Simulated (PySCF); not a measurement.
# Dipole moment and polarisability of `CO[C@@H]1C[CH2][AlH2-][N+]1(C)C`

Species: C₆H₁₆AlNO.
Atom-mapped SMILES: `[CH3:1][O:2][C@@H:3]1[CH2:4][CH2:5][AlH2-:6][N+:7]1([CH3:8])[CH3:9]` (hydrogens: H10, H11, H12 on C1; H13 on C3; H14, H15 on C4; H16, H17 on C5; H18, H19 on Al6; H20, H21, H22 on C8; H23, H24, H25 on C9)

Geometry (PBE0-D3(BJ)/def2-SVP, Å), atoms numbered from 1 in this order:
```xyz
25
C6H16AlNO angstrom
C      2.6884    0.0067    0.6389
O      1.3503   -0.3925    0.6781
C      0.5932   -0.0963   -0.4527
C      0.4435    1.4076   -0.6689
C     -0.2523    2.0457    0.5374
Al    -1.5640    0.6762    1.1882
N     -0.7409   -0.6927   -0.1856
C     -0.6485   -2.0585    0.3484
C     -1.5574   -0.7005   -1.4054
H      2.8044    1.1019    0.7172
H      3.1897   -0.3348   -0.2872
H      3.1883   -0.4571    1.4996
H      1.0387   -0.5973   -1.3442
H     -0.1283    1.5731   -1.5955
H      1.4447    1.8221   -0.8845
H     -0.6849    3.0199    0.2621
H      0.4839    2.2432    1.3353
H     -1.3544    0.0065    2.6312
H     -3.0833    0.7568    0.6546
H     -0.0599   -2.0578    1.2698
H     -1.6636   -2.4152    0.5694
H     -0.1807   -2.7368   -0.3874
H     -1.7420    0.3200   -1.7596
H     -2.5315   -1.1505   -1.1781
H     -1.0632   -1.2823   -2.2040
```

Level: CAM-B3LYP/def2-SVPD (PySCF), static field, nuclei fixed, core orbitals frozen in the response. The polarisability tensor in these axes (au):

```
x   118.85   1.85  -0.71
y     1.85 109.80   1.56
z    -0.71   1.56 107.20
```

Task: What are the eigenvalues, a third of the trace, and Δα (Δα² = ½Σ(αi − αj)² over the three pairs)?

Result: Principal values 106.30, 110.33 and 119.22 au; mean 111.95 au = 16.59 Å³ = 18.46 × 10⁻⁴⁰ C²·m²/J; Δα = 11.45 au (10 % of the mean).

Task: What is the dipole moment, and where does it point?

Result: (2.97, -2.00, -3.63) D, 5.10 D in size, pointing from the negative to the positive side. Measured along this direction, the outermost atoms are H18 and H19 at the negative end and H11 at the positive end.

Task: In a dilute gas of rigid molecules at 400 K, how does the orientational term μ²/3kT compare with the electronic polarisability?

Result: In Gaussian units μ²/3kT = 156.74 Å³ against 16.59 Å³, a ratio of 9.45; the Debye molar polarisation (4π/3)N_A(α + μ²/3kT) is 437.2 cm³/mol, leaving out the vibrational part.

Task: Traceless (Buckingham) quadrupole moment about the centre of nuclear charge: eigenvalues?

Result: -9.56, 0.17, 9.39 D·Å. The values depend on the origin, since the dipole doesn't vanish. The electronic extent ⟨r²⟩ about the same centre is 1432 bohr², a root-mean-square distance of 2.24 Å for the 80 electrons.

Task: Find the Langevin capture rate constant for NO+ (29.998 u) meeting this molecule (145.105 u), k = 2.342 × 10⁻⁹ cm³/s × √(α in Å³ / reduced mass in u).

Result: The reduced mass is 24.86 u, so k = 1.91 × 10⁻⁹ cm³/s. The formula leaves out the permanent dipole, which adds to the capture rate.

Geometry: PBE0-D3(BJ)/def2-SVP, one conformer, isolated molecule.
